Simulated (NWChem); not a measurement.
A series in which one site is exchanged, each optimised at PBE0/def2-SVP with NWChem, gas phase unless a solvent is named. Low-valent species are run as closed-shell singlets; no triplet was tried in these runs. Some are not confirmed as minima by frequencies. def2 effective core potentials on Sn, Pb; no spin-orbit coupling.

A: [SH][PbH] (PbH$_{2}$S; site = Pb)
B: [SH][GeH] (GeH$_{2}$S; site = Ge)
C: [SiH]S (SiH2S; site = Si)
D: [SH][SnH] (SnH₂S; site = Sn)

```csv
quantity,A,B,C,D
"dipole (D), PBE0/def2-SVP",2.82,…,0.74,1.84
"orbital gap (eV), PBE0/def2-SVP",4.31,…,4.37,4.15
"static polarisability, PBE0/def2-SVPD (bohr³)",73.0,…,55.4,70.2
"lowest singlet excitation, PBE0/def2-SVPD, TDA (eV)",3.13,…,3.24,3.08
```

Q: Fill in the missing entries.

A: 
- dipole (D), PBE0/def2-SVP, B: 1.00
- orbital gap (eV), PBE0/def2-SVP, B: 4.44
- static polarisability, PBE0/def2-SVPD (bohr³), B: 58.5
- lowest singlet excitation, PBE0/def2-SVPD, TDA (eV), B: 3.26
